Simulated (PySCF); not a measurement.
In(OH)(SH)2 (H3InOS2), SMILES [OH][In]([SH])[SH].

Geometry optimised at PBE-D3(BJ)/def2-SVP. The structure was generated by enumeration; whether it is a known compound was not checked. The def2 effective core potentials stand for the cores of In; spin–orbit coupling is left out. One conformer was computed; it need not be the lowest.

Level of theory: PySCF 2.14.0 with PBE-D3(BJ)/def2-SVP.

Frequencies are harmonic and unscaled.

Computed vibrational spectrum:
```csv
mode,ν (cm⁻¹),IR (km/mol),moving atoms (share of kinetic energy)
1,73,4.5,"S 72 %, In 20 %"
2,97,2.1,"H 42 %, In 24 %, O 23 %, S 11 %"
3,106,15.0,"O 64 %, S 16 %, In 11 %, H 10 %"
4,106,8.0,"H 58 %, S 19 %, In 15 %, O 9 %"
5,199,5.1,H 95 %
6,224,111.8,H 92 %
7,312,5.1,"S 87 %, In 8 %"
8,356,40.1,"S 68 %, In 29 %"
9,574,56.7,"O 85 %, In 13 %"
10,629,9.8,H 95 %
11,668,6.6,H 94 %
12,805,75.5,H 93 %
13,2613,2.3,H 97 %
14,2614,2.3,H 97 %
15,3707,43.5,H 94 %
```
